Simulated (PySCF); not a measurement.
## Substituent effects on chemical shifts

Parent skeleton `[CH:1]#[C:2][CH:3]([CH3:4])[NH:5][SiH3:6]`; one hydrogen on atom 3 is replaced by X. Hydrogens on one atom are averaged.

No solvent model, single conformer, relativity neglected, fast rotation and ring inversion assumed for equivalent nuclei. Structure optimised with GFN2-xTB; NMR shieldings at PBE0/pcSseg-1/GIAO; PySCF 2.14.

Referencing at the same level of theory: TMS for ¹³C and ²⁹Si and ¹H; ¹⁵N against NH3.

(1) Give δ (ppm) for X = CH2CN, propynyl, isopropenyl, nPr, CH=NMe, cPr, CH2SiH3, allyl, vinyl.

(2) Which position responds most, and to which substituents?

## Answers

(1) 
```tsv
X	SMILES	C1	C2	C3	C4	N5	Si6	H(C1)	H(C4)	H(Si6)
CH2CN	C#C[C@](C)(CC#N)N[SiH3]	84.0	89.6	50.3	33.5	37.3	-65.8	2.10	1.75	4.70
propynyl	C#C[C@@](C)(C#CC)N[SiH3]	75.5	91.8	43.1	31.2	53.4	-67.4	1.88	1.73	4.62
isopropenyl	C#C[C@](C)(N[SiH3])C(=C)C	80.4	93.2	55.4	34.1	54.3	-64.4	2.09	1.58	4.35
nPr	C#C[C@@](C)(CCC)N[SiH3]	76.4	95.9	50.0	32.2	39.0	-71.2	1.70	1.66	4.59
CH=NMe	C#C[C@@](C)(/C=N\C)N[SiH3]	84.4	87.2	48.2	33.6	41.8	-67.4	2.16	1.61	4.70
cPr	C#C[C@](C)(N[SiH3])C1CC1	75.2	96.7	47.7	28.1	27.0	-66.1	1.75	1.68	4.68
CH2SiH3	C#C[C@@](C)(C[SiH3])N[SiH3]	82.7	91.1	49.6	39.5	48.0	-65.7	2.01	1.66	4.70
allyl	C#C[C@](C)(CC=C)N[SiH3]	76.7	95.0	49.5	30.5	40.3	-70.6	1.73	1.65	4.58
vinyl	C#C[C@](C)(C=C)N[SiH3]	80.0	92.6	53.4	30.3	49.1	-69.8	1.97	1.63	4.71
```

(2) N5: from 27.0 ppm with cPr to 54.3 ppm with isopropenyl.

Experimental scales use liquid or dissolved standards, which lie at an offset from isolated NH3 (liquid NH3: subtract about 20 ppm). Unscaled 15N shifts of sp2 nitrogen come out 20 to 40 ppm too high even then.
